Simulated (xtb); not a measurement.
Si(F)(H)2(OAc) (C₂H₅FO₂Si), SMILES CC(=O)O[SiH2]F. All values are semi-empirical tight-binding results from xtb (GFN2-xTB unless named), good for trends rather than for accurate numbers. Coordinates come from a GFN2-xTB optimisation. One conformer was computed; it need not be the lowest.

### Question
Estimate the properties. (An estimate is asked for; the answer gives what the named calculation found.)

### Answer

The point group as xtb finds it is Cs and the orbital gap is 4.94 eV. The dipole moment comes out as 1.33 D and the zero-point energy is 43.6 kcal/mol. The G − E(el) at 298.15 K (modified RRHO) is 22.8 kcal/mol, the static polarisability (D4 model) is 63.1 bohr³ and the solvation energy, GFN2-xTB/ALPB(water) comes out as -1.8 kcal/mol. The solvation energy, GFN2-xTB/ALPB(thf) is -5.0 kcal/mol.
